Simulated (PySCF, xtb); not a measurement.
benzoquinone (C₆H₄O₂), SMILES C1C(C=CC(=O)C=1)=O.

GFN2-xTB (xtb) at its own geometry gives an orbital gap of 1.40 eV and a dipole moment of 0.00 D.

Geometry optimised at PBE0-D3(BJ)/def2-SVP.

Task: What does PBE0/def2-TZVP (PySCF) give? (Estimate from the structure and the level; the computed values follow.)

Result: gap 4.28 eV (levels -7.94 and -3.66 eV), dipole 0.00 D.
